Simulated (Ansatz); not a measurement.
Reaction (substitution at a C–C bond): `CCOC` + `OB(S)Cl` → `CSB(O)Cl` + dimethyl ether

Program: Ansatz. Geometries: PBE0-D4/def2-TZVP. ΔE: electronic, gas phase. CBS: MP2 limit from def2 TZ/QZ plus the TZ coupled-cluster correction, frozen cores. Functionals use def2-TZVPP. B3LYP here is the variant with VWN-RPA as its local correlation; programs differ in this. Each species was taken in one conformer, which may not be the lowest.

`CCOC`:

```xyz
12

C    -1.461   -1.037    0.117
C    -0.238   -0.218    0.442
O     0.297    0.294   -0.752
C     1.440    1.070   -0.534
H    -1.203   -1.865   -0.545
H    -2.213   -0.422   -0.380
H    -1.898   -1.447    1.030
H     0.515   -0.834    0.957
H    -0.496    0.610    1.122
H     1.790    1.425   -1.504
H     1.224    1.938    0.106
H     2.242    0.485   -0.060
```

`OB(S)Cl`:

Cartesian coordinates in Å:
```
O -0.576 -0.742 0.657
B -0.114 0.310 -0.048
S 1.417 0.211 -0.989
Cl -0.998 1.844 -0.078
H -1.402 -0.558 1.115
H 1.673 -1.065 -0.657
```

`CSB(O)Cl`:

Cartesian coordinates in Å:
```
C 1.013 0.863 -0.784
S -0.733 0.469 -1.055
B -1.075 -0.589 0.347
O -0.125 -0.890 1.260
Cl -2.717 -1.239 0.506
H 1.319 1.510 -1.604
H 1.146 1.387 0.161
H 1.617 -0.042 -0.790
H -0.445 -1.468 1.959
```

`COC`:

```xyz
9

C     0.733   -0.680   -0.591
O     0.223   -0.414    0.684
C    -0.707    0.631    0.671
H    -0.062   -0.975   -1.292
H     1.445   -1.500   -0.499
H     1.251    0.196   -1.009
H    -1.570    0.397    0.031
H    -1.056    0.777    1.694
H    -0.257    1.568    0.311
```

```csv
level,ΔE (kJ/mol),difference from CCSD(T)/CBS
r2SCAN-D4,18.4,-0.8
PBE0-D4,18.2,-1.0
B3LYP-D4,17.0,-2.2
ωB97X-V,19.6,0.4
B2PLYP,19.3,0.1
PBE,17.4,-1.8
r2SCAN,18.7,-0.5
PBE0,19.3,0.1
HF/def2-TZVPP,23.5,4.3
MP2/def2-TZVPP,19.5,0.3
CCSD(T)/def2-TZVPP,21.6,2.4
HF/def2-QZVPP,23.1,3.9
MP2/def2-QZVPP,18.0,-1.2
SCS-MP2/def2-QZVPP,18.3,-0.9
HF/CBS(def2),23.1,3.9
MP2/CBS(def2),17.0,-2.2
CCSD(T)/CBS,19.2,0
```

Largest T1 diagnostic among the species: 0.012.
